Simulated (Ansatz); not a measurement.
The same path of CH5N + H6OSi2 (16 atoms, charge 0, multiplicity 1) was run 3 times with different band settings. Lost on the way: Si1–Si2, H6–N7. Made: Si1–N7, Si2–H6.

The calculation used RKS revPBE/6-31G* (Ansatz).

Relaxed end points:

```xyz
16
Properties=species:S:1:pos:R:3
Si -0.798 0.159 -2.216
Si -0.506 -2.051 -1.458
H -0.548 0.241 -3.703
H -2.223 0.605 -1.995
O 0.305 1.119 -1.346
H 2.137 0.433 1.888
N 1.399 1.145 1.817
C 0.291 0.765 2.714
H -1.453 -2.948 -2.207
H 0.897 -2.531 -1.706
H -0.803 -2.171 0.010
H 0.272 2.071 -1.565
H 1.069 1.096 0.844
H 0.643 0.796 3.761
H -0.163 -0.240 2.542
H -0.518 1.514 2.621
```

```xyz
16
Properties=species:S:1:pos:R:3
Si -0.633 1.495 -1.044
Si 0.384 -3.274 -0.284
H -0.152 0.653 -2.195
H -2.097 1.380 -0.772
O -0.474 3.142 -1.402
H 0.583 -2.951 1.167
N 0.221 0.837 0.325
C -0.031 1.188 1.728
H -1.012 -2.921 -0.698
H 1.371 -2.500 -1.106
H 0.614 -4.741 -0.498
H 0.420 3.396 -1.705
H 1.159 0.465 0.163
H 0.150 0.320 2.388
H -1.090 1.477 1.842
H 0.589 2.034 2.091
```

Common settings: movable images 7; climbing image yes; optimiser quadratic models (default); start path through a guess of the saddle point; force threshold 0.05 eV/Å; end points relaxed.

| run | spring | iteration limit |
| --- | --- | --- |
| 1 | 5.0 eV/Å² | 60 |
| 2 | 5.0 eV/Å² | 10 |
| 3 | 50.0 eV/Å² | 60 |

Q: What does each run give, and how far can it be trusted?

A: Run 1: converged after 41 iterations, highest image 1.326 eV above the first end. The profile has 2 maxima (images 1, 4) with wells between them (image 2): this band takes more than one step, which may be the mechanism or a detour left from its start path. A structure lower than the first end lies on the path between it and the top, so the climb from that side starts below the end, which may itself be a saddle point or a shallow side well. Neighbouring images differ by up to 1.7 eV, so the band resolves the path poorly. A vibrational analysis at the climbing image gives one clearly imaginary mode, 246i cm⁻¹: a first-order saddle point.
Run 2: not converged after 10 iterations, highest image 1.149 eV above the first end. The band didn't meet its force threshold, so its energies are provisional: the largest band force was still 1.48 eV/Å, and over the last iterations the top moved between 0.48 and 1.15 eV. Neighbouring images lie up to 1.7 Å apart, so the band is torn or far too coarse. Inner images lie below an end point, which means an intermediate or an end that isn't the lowest structure nearby.
Run 3: not converged after 60 iterations, highest image 1.028 eV above the first end. The band didn't meet its force threshold, so its energies are provisional: the largest band force was still 1.29 eV/Å, and over the last iterations the top moved between 1.03 and 1.11 eV. Neighbouring images lie up to 2.3 Å apart, so the band is torn or far too coarse. Inner images lie below an end point, which means an intermediate or an end that isn't the lowest structure nearby.
The orbitals stay closed-shell, which can raise the energy where a bond breaks towards radicals; this wasn't checked here.
